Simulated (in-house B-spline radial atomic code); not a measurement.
**PBE excitations of Mn VIII (Mn7+)**

Method: PBE. Computed with an all-electron radial atomic-structure program (B-spline basis): linear response of the closed shell [Ne] 3s2 3p6 with the functional's adiabatic kernel; scalar-relativistic (spin-free one-electron X2C), finite nucleus, no spin-orbit coupling, no double excitations, S, P, D and F terms only. Only terms of natural parity with L up to 3 were computed.

Command:
```bash
python run_td.py task.json out
```
Settings (radii: box in bohr, nucleus in fm):
```
Z                        25
electrons                18
configuration            [Ne] 3s2 3p6
hamiltonian              x2c
method                   pbe,pbe
box_radius               12.81
rms_radius               3.7057
intervals                70
```

Run time, properties included: 0.7 s on 1 thread of Arm Neoverse N1 (shared host).

The lowest states, in the order of their Tamm-Dancoff energies; the method's threshold (minus the highest occupied level) is 182.92 eV. Labels give the largest channel, * marks a mixed state, and oscillator strengths are full-response dipole values. Semilocal kernels can invert the small singlet-triplet splittings of Rydberg terms. Energies in eV:

```csv
state,full response,Tamm-Dancoff,oscillator strength
3p → 3d 3P,47.02,47.18,-
3p → 3d 3F,47.52,47.70,-
3p → 3d 1F,51.95,51.97,-
3p → 3d 1P,66.81,69.70,3.18
3s → 3d 3D,81.44,81.51,-
3s → 3d 1D,86.65,86.78,-
3p → 4s 3P,97.00,97.01,-
3p → 4s 1P,97.99,98.04,0.289
3p → 4p 3S,106.51,106.54,-
3p → 4p 3D,107.33,107.34,-
3p → 4p 1D,108.01,108.02,-
3p → 4p 1S,112.22,112.50,-
3p → 4d 3P,122.70,122.71,-
3p → 4d 3F,122.88,122.89,-
3p → 4d 1F,123.29,123.29,-
3p → 4d 1P,?,?,?
3s → 4s 3S,129.96,129.97,-
3s → 4s 1S,131.97,132.07,-
3p → 4f 3D,134.39,134.41,-
3p → 4f 1D,135.78,135.81,-
3p → 5s 3P,?,?,-
3p → 5s 1P,137.89,137.90,0.0554
```

**Question.** Where does 3p → 5s 3P lie?

**Answer.** At 137.59 eV in full response, 137.60 eV in Tamm-Dancoff.

**Question.** Where does 3p → 4d 1P lie?

**Answer.** At 124.12 eV in full response, 124.21 eV in Tamm-Dancoff, oscillator strength 0.327.

**Question.** How large is the singlet-triplet splitting of 3p → 3d (F terms) in Tamm-Dancoff?

**Answer.** 4.28 eV, from the unrounded values.

**Question.** What polarisabilities and dispersion coefficient does the method give?

**Answer.** Dipole 0.6258 bohr³, quadrupole 0.4595 bohr⁵, C6 0.83 hartree·bohr⁶ for two such species.
